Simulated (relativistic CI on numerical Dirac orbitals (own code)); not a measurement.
**How well does a small relativistic CI reproduce Tm²⁺?**

Method of calculation: Dirac-Coulomb-Breit CI, KLI orbitals optimised for each configuration, QED by a radiative potential, valence Slater integrals scaled by 0.85, P86 correlation estimate, and configurations built on the next ion tied to the tabulated ionisation energy (semi-empirical) (own radial code, finite nucleus).

Configuration list (outside the closed core [Kr] 4d10 5s2): 4f13 5p6, 4f12 5p6 5d, 4f12 5p6 6s, 4f12 5p6 6p, 4f12 5p6 6d, 4f12 5p6 7s, 4f12 5p6 5f, 4f12 5p6 6f, 4f11 5p6 5d2, 4f11 5p6 5d 6s, 4f11 5p6 6s2, 4f11 5p6 5d 6p, 4f13 5p5 5d, 4f11 5p6 6s 6p, 4f12 5p6 7p, 4f12 5p6 7d, 4f12 5p6 5g, 4f12 5p6 7f, 4f13 5p5 5f, 4f11 5p6 6p2, 4f13 5p4 5d2, 4f11 5p6 5f 6s, 4f13 5p5 6s, 4f14 5p5. Levels of other configurations are missing.

```tsv
Configuration	Term (tabulated)	J	Measured (cm⁻¹)	Computed	Error	Purity (%)
4f13 5p6	2F°	7/2	0.0	0	0	94
4f13 5p6	2F°	5/2	8774.0	8432	-342	94
4f12 5p6 6s	(4,1/2)	9/2	31037.5	34490	3453	56
4f12 5p6 6s	(5,1/2)	9/2	33831.9	37129	3297	62
4f12 5p6 6s	2H (computed)	9/2	38003.4	41546	3543	37
4f12 5p6 6s	(4,1/2)	9/2	46816.8	49472	2655	50
```

Measured levels from Martin, Zalubas and Hagan, Atomic Energy Levels: The Rare-Earth Elements, NSRDS-NBS 60 (1978); Li et al., J. Phys. B 34, 1349 (2001); pairs were made by configuration, J and term (by order where the table uses no LS term), so strongly mixed levels may be paired wrongly.

Mean error by configuration (cm⁻¹): 4f13 5p6 -342; 4f12 5p6 6s 3237. Over the excited levels the mean absolute error is 2658 cm⁻¹ (5 of the 66 excited levels that our extract of the source holds in range could be paired, and the others can miss by more), and the median relative error of those above 1,000 cm⁻¹ is 9.3 %.
